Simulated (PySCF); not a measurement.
B(OEt)3 cation (C6H15BO3), SMILES CCOB(OCC)OCC (connectivity only; charge and spin as stated), charge +1, multiplicity 2. Atoms are numbered in the order given.

```xyz
25

B     -0.0132    -0.3087    -0.1365
O     -1.2375    -0.1111     0.5087
C     -2.4248    -0.0734    -0.2040
C     -3.5458     0.5627     0.5514
H     -2.2267     0.3608    -1.2134
H     -2.6555    -1.1352    -0.4945
H     -3.3237     1.6219     0.7585
H     -4.4689     0.5120    -0.0415
H     -3.7207     0.0578     1.5139
O      0.0296    -0.5434    -1.4352
C      1.2402    -0.6952    -2.2007
C      1.7636     0.6426    -2.6562
H      1.9819    -1.2349    -1.5917
H      0.9686    -1.3326    -3.0525
H      2.0601     1.2727    -1.8040
H      2.6516     0.4954    -3.2882
H      1.0106     1.1800    -3.2507
O      1.0834    -0.1709     0.6800
C      1.0996    -0.3142     2.0703
C      1.9715     0.7235     2.7244
H      0.0658    -0.3609     2.4609
H      1.5280    -1.3294     2.2584
H      1.5398     1.7260     2.5777
H      2.0346     0.5172     3.8018
H      2.9897     0.7195     2.3089
```
Charge +1, spin multiplicity 2.

Geometry: PBE0-D3(BJ)/def2-SVP. The multiplicity is an assumed one; other spin states were not compared. The isomer is the one that the SMILES or the coordinates give; other isomers of the formula were not compared. The values are those of a single conformer.

The numbers are results of CAM-B3LYP/def2-SVP run with PySCF, not measurements.

ESP charges are fitted to the potential on shells at 1.4 to 2.0 van der Waals radii. Atomic charges (e):

```
atom  Mulliken  Löwdin  ESP fit  Mulliken spin
----  --------  ------  -------  -------------
B1        0.10   -0.24     0.74          -0.07
O2       -0.11    0.14    -0.24           0.42
C3        0.08    0.10     0.25           0.00
C4       -0.02   -0.06    -0.48           0.00
H5        0.11    0.08     0.11           0.07
H6        0.13    0.10     0.12           0.11
H7        0.08    0.06     0.17           0.01
H8        0.07    0.06     0.16           0.00
H9        0.07    0.06     0.17           0.01
O10      -0.21    0.00    -0.51          -0.01
C11       0.17    0.11     0.20           0.00
C12      -0.05   -0.07    -0.31           0.00
H13       0.04    0.03     0.04           0.00
H14       0.06    0.04     0.09           0.00
H15       0.04    0.03     0.09           0.00
H16       0.06    0.05     0.12           0.00
H17       0.05    0.04     0.12           0.00
O18      -0.12    0.11    -0.26           0.34
C19       0.11    0.10     0.23           0.01
C20      -0.04   -0.05    -0.39           0.01
H21       0.07    0.05     0.03           0.01
H22       0.10    0.08     0.11           0.07
H23       0.06    0.05     0.14           0.01
H24       0.07    0.06     0.15           0.00
H25       0.07    0.05     0.14           0.00
```

Q: Give the Mayer and Wiberg (Löwdin basis) orders of the bonds. (An estimate is asked for; the answer gives what the named calculation found.)

A: 
| bond | Mayer | Wiberg |
|---|---|---|
| B1–O2 | 1.13 | 1.30 |
| O2–C3 | 0.98 | 1.17 |
| C3–C4 | 1.10 | 1.10 |
| C3–H5 | 0.88 | 0.86 |
| C3–H6 | 0.85 | 0.84 |
| C4–H7 | 0.96 | 0.94 |
| C4–H8 | 0.95 | 0.94 |
| C4–H9 | 0.96 | 0.94 |
| B1–O10 | 1.50 | 1.66 |
| O10–C11 | 0.85 | 1.02 |
| C11–C12 | 1.11 | 1.09 |
| C11–H13 | 0.95 | 0.93 |
| C11–H14 | 0.96 | 0.94 |
| C12–H15 | 0.97 | 0.95 |
| C12–H16 | 0.96 | 0.94 |
| C12–H17 | 0.97 | 0.96 |
| B1–O18 | 1.24 | 1.41 |
| O18–C19 | 0.95 | 1.12 |
| C19–C20 | 1.10 | 1.08 |
| C19–H21 | 0.92 | 0.91 |
| C19–H22 | 0.88 | 0.87 |
| C20–H23 | 0.96 | 0.95 |
| C20–H24 | 0.95 | 0.94 |
| C20–H25 | 0.96 | 0.95 |
